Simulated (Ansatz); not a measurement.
Consider the atomization: `[F][Al]([Cl])[Cl]` → Al• + 2 Cl• + F•.

Computed with Ansatz on PBE0-D4/def2-TZVP structures; ΔE is electronic, products minus reactants. CCSD(T)/CBS is frozen-core, at the limit of the def2 triple- and quadruple-zeta sets. DFT in def2-TZVPP. HSE06 is defined as in plane-wave codes. Open shells (•) are unrestricted, without spin–orbit coupling. Spin–orbit coupling would lower the free atoms: a little for Al, Cl, F.

```json
{"level": "B97M-V", "ΔE (kcal/mol)": "353.3", "difference from CCSD(T)/CBS": "0.7"}
{"level": "BHLYP-D4", "ΔE (kcal/mol)": "330.7", "difference from CCSD(T)/CBS": "-21.9"}
{"level": "CAM-B3LYP-D4", "ΔE (kcal/mol)": "343.0", "difference from CCSD(T)/CBS": "-9.6"}
{"level": "ωB97X-V", "ΔE (kcal/mol)": "348.0", "difference from CCSD(T)/CBS": "-4.6"}
{"level": "BLYP", "ΔE (kcal/mol)": "333.7", "difference from CCSD(T)/CBS": "-18.9"}
{"level": "HSE06", "ΔE (kcal/mol)": "341.2", "difference from CCSD(T)/CBS": "-11.4"}
{"level": "HF/def2-TZVPP", "ΔE (kcal/mol)": "269.3", "difference from CCSD(T)/CBS": "-83.3"}
{"level": "CCSD(T)/def2-TZVPP", "ΔE (kcal/mol)": "338.0", "difference from CCSD(T)/CBS": "-14.6"}
{"level": "SCS-MP2/def2-QZVPP", "ΔE (kcal/mol)": "354.4", "difference from CCSD(T)/CBS": "1.8"}
{"level": "HF/CBS(def2)", "ΔE (kcal/mol)": "270.8", "difference from CCSD(T)/CBS": "-81.8"}
{"level": "CCSD(T)/CBS", "ΔE (kcal/mol)": "352.6", "difference from CCSD(T)/CBS": "0"}
```

Largest T1 diagnostic among the species: 0.018.

The D4 term adds +4.1 kcal/mol with B3LYP and +2.1 kcal/mol with PBE0; it sums over pairs of atoms, weighted by their polarisabilities, and B3LYP, whose exchange is more repulsive, gets the larger term. From r2SCAN to r2SCAN0 (25 % exact exchange), in def2-TZVPP and without D4, ΔE moves by −8.8 kcal/mol: exact exchange takes away binding that semilocal exchange gives to molecules. At CCSD(T), def2-SVP lies −29.7 kcal/mol from the extrapolated value and def2-TZVPP −14.6 kcal/mol: correlation converges slowly with the basis, and small sets miss more of it in the bonded molecule than in its fragments.

B3LYP here is the variant with VWN-RPA as its local correlation; programs differ in this.

CCSD(T)/CBS has its own doubt, a few kJ/mol and more with outer-core shells, so smaller differences from it don't rank the levels.
